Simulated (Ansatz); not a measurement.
`CN(C)[SiH3]` + `[OH][SnH3]` → `[SiH3][O][SnH3]` + `CNC` at 298.15 K and 1 bar (ligand exchange at the Si–N bond).

Gas-phase electronic energies from Ansatz, PBE0-D4/def2-TZVP geometries. CCSD(T)/CBS adds triple-zeta CCSD(T) − MP2 to the extrapolated MP2 energy (def2 sets, frozen cores). def2 core potentials past Kr. For Sn outer-core shells are correlated without core-valence functions, which leaves a few kJ/mol of doubt a bond.

| species | CCSD(T)/CBS energy (Eh) | H − E (kJ/mol) | S (J/(mol·K)) |
| --- | --- | --- | --- |
| `CN(C)[SiH3]` | -425.29981 | 301.2 | 327.6 |
| `[OH][SnH3]` | -291.59405 | 101.0 | 287.4 |
| `[SiH3][O][SnH3]` | -581.91447 | 149.5 | 366.6 |
| `CNC` | -135.00321 | 256.9 | 271.4 |

H − E and S are ideal-gas, rigid-rotor, harmonic terms from PBE0-D4/def2-TZVP. 1 Eh = 2625.50 kJ/mol, R = 8.31446 J/(mol·K).

**Question.** By hand: ΔE, ΔH, ΔS and ΔG.

**Answer.** ΔE = (-581.91447) + (-135.00321) − (-425.29981) − (-291.59405) = -0.02382 Eh = -62.5 kJ/mol. Δ(H − E) = 149.5 + 256.9 − 301.2 − 101.0 = 4.2, so ΔH = -58.3 kJ/mol. ΔS = 366.6 + 271.4 − 327.6 − 287.4 = 23.0 J/(mol·K). ΔG = -58.3 − 298.15 × (23.0)/1000 = -65.2 kJ/mol.

**Question.** By hand: the equilibrium constant, and the temperature at which ΔG would vanish if ΔH and ΔS stayed fixed.

**Answer.** log₁₀ K = −ΔG/(RT ln 10) = 11.4. ΔH and −TΔS have one sign here, so there is no such temperature.

ΔH outweighs TΔS. A doubt of 5 kJ/mol in ΔE shifts log₁₀ K by 0.9 here. Modes under 60 cm⁻¹, often nearly free rotors, make the harmonic entropy too high. These are equilibria of isolated gas molecules and say nothing of rates. Largest T1 diagnostic: 0.014 (customary marks: 0.02 for closed shells, 0.045 for open ones).
